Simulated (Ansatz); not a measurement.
```xyz
5

O    -1.286    0.299   -0.053
Al    0.387    0.204   -0.114
F     1.212    1.475   -0.728
Br    1.526   -1.577    0.604
H    -1.839   -0.401    0.291
```

Charge 0, multiplicity 1.

Q: List the PBE0/def2-TZVPP orbital energies in eV (the Gaussian-basis code of Ansatz). (An estimate is asked.)

A: The calculation gave: Occupied: -13150.34, -1705.25, -1535.78, -1535.75, -1535.74, -1529.25, -673.36, -522.89, -239.08, -179.40, -179.28, -179.26, -115.05, -75.17, -75.04, -74.98, -72.91, -72.87, -72.85, -72.75, -72.75, -32.38, -27.94, -21.78, -14.88, -13.16, -11.98, -11.94, -11.20, -10.11, -10.00, -9.11, -8.95. Lowest empty: -1.11, -0.24, 1.16, 2.10, 2.58, 3.58, 4.39, 4.71.
